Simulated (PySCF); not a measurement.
**F²⁺: excitation energy**

F²⁺ [He] 2s2 2p3 (4S) → F²⁺ [He] 2s2 2p2 3d1 (high-spin determinant), as a difference of total energies. Computed with PySCF 2.14 in aug-cc-pVDZ-DK (4s3p2d, 23 functions), with the spin-free X2C one-electron Hamiltonian (Gaussian nucleus). Correlated levels: valence: 1s2 frozen. The calculations carry no spin-orbit coupling.

```csv
method,excitation energy (eV)
UHF,55.828
LDA,54.679
PBE,54.214
PBE0,54.712
r2SCAN,55.189
TPSSh,54.599
TPSS,54.410
B2PLYP,55.143
B3LYP,54.537
MP2 (valence),60.878
SCS-MP2 (valence),61.769
```

Q: How much does correlation contribute at MP2 (valence)?

A: 60.878 − (55.828) = 5.050 eV, measured against UHF.

A first-order spin-orbit estimate (lowest level to lowest level, LS coupling) adds -0.033 eV.

The promoted electron is Rydberg-like, and one or two diffuse shells describe it only roughly, which tends to raise the upper state.

The determinant of the upper state mixes LS terms, which raises its energy above the lowest term, most at the Hartree-Fock and MP2 levels.
